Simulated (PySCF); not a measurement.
A GIAO shielding run with PySCF 2.14 (density fitting, non-relativistic, gas phase) on `C#CC#CC(=C)C(F)(F)F`, C7H3F3:

```
$ OMP_NUM_THREADS=1 python probes_run.py task.json out

{"job": {"kind": "nmr", "xc": "PBE0", "basis": "pcSseg-1"}, "charge": 0, "multiplicity": 1}
C      2.173803    -3.112769     1.741611
C      1.490041    -2.244449     1.260206
C      0.722615    -1.268954     0.719167
C      0.008875    -0.418150     0.234409
C     -0.762964     0.612997    -0.329758
C     -2.055189     0.511574    -0.638792
C      0.008340     1.892522    -0.568615
F      1.044817     1.707453    -1.403612
F      0.521280     2.391967     0.568667
F     -0.743204     2.862836    -1.105830
H      2.773618    -3.864358     2.160001
H     -2.589810    -0.404854    -0.463298
H     -2.596612     1.334672    -1.070476
```

Hardware: 1 thread of an Arm Neoverse V2, shared host. The job also computes population analyses, field gradients.

Question: How large is the calculation?

Answer: 72 electrons, 185 basis functions and 954 auxiliary functions.

Question: How long does it take, and how much memory does it need?

Answer: 23 s of wall time, with 15 SCF cycles and 5 response iterations; peak memory 0.82 GiB. Times on a shared host scatter by some tens of per cent.
